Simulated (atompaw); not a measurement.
What one change does to a pseudopotential (titanium, PAW (atompaw))

```
Element                 : titanium (Ti)
Generator               : atompaw 4.2.0.5
Type                    : PAW
Functional              : PBE
Relativity              : scalar-relativistic
Frozen core             : [Ne]
Valence charge          : 12
Reference configuration : 3s2 3p6 3d2 4s1.75 4p0.25
Partial waves           : 3s (bound): rc 1.25 bohr; 4s (bound): rc 1.95 bohr; 3p (bound): rc 1.75 bohr; 4p (bound): rc 1.95 bohr; 3d (bound): rc 1.85 bohr; 3d channel at 0.35 Ry: rc 1.95 bohr
Local potential         : ultrasoft scheme with l = 3 at -0.5 Ry, radius 1.90 bohr
Core correction         : smooth core density matched at 1.70 bohr
Augmentation charge     : sinc compensation charge, radius 1.90 bohr; PAW radius 1.95 bohr; waves and projectors: modrrkj vanderbiltortho
```

All-electron outer shells of the reference configuration (PBE, scalar-relativistic, ld1.x):

| shell | level (eV) | outermost node (bohr) | outermost maximum (bohr) |
| --- | --- | --- | --- |
| 2s | -537.28 | 0.09 | 0.27 |
| 2p | -444.60 | – | 0.22 |
| 3s | -62.98 | 0.40 | 0.87 |
| 3p | -39.21 | 0.37 | 0.90 |
| 4s | -4.67 | 1.24 | 2.92 |
| 3d | -4.58 | – | 0.98 |
| 4p | -1.63 | 1.39 | 3.80 |

Change: all radii scaled by about 1.27 (s 1.58, p 2.22, d 2.34 bohr); local potential ultrasoft scheme with l = 3 at -0.5 Ry, radius 2.40 bohr; augmentation sinc compensation charge, radius 2.40 bohr; PAW radius 2.46 bohr; waves and projectors: modrrkj vanderbiltortho; core correction smooth core density matched at 2.16 bohr.

Cutoffs: the cutoffs (Ry, on a coarse ladder) from which the occupation-weighted sum of valence levels, in a spherical-Bessel basis at the reference potential, stays within 10 and 1 mRy of its value at 400 Ry; they do not see the model core or the augmentation charge, which bear on the density cutoff.

What does the change do?

The potential gets softer (30 Ry and 45 Ry → 18 Ry and 35 Ry); neither file shows a bound ghost. A larger radius leaves more room for a smooth pseudo-wave, so fewer plane waves are needed.

| quantity | base | changed |
| --- | --- | --- |
| cutoff, loose | 30 Ry | 18 Ry |
| cutoff, tight | 45 Ry | 35 Ry |
| loose cutoff by channel (10 mRy a level) | s 18 Ry, p 21 Ry, d 18 Ry | s 15 Ry, p 12 Ry, d 15 Ry |
| bound ghosts | none | none |
| lowest overlap eigenvalue by channel | s 0.01, p 0.94, d 0.00 | s 0.73, p 1.00, d 0.98 |

 The cutoffs see the waves, projectors and local potential, not the compensation charge or the core.
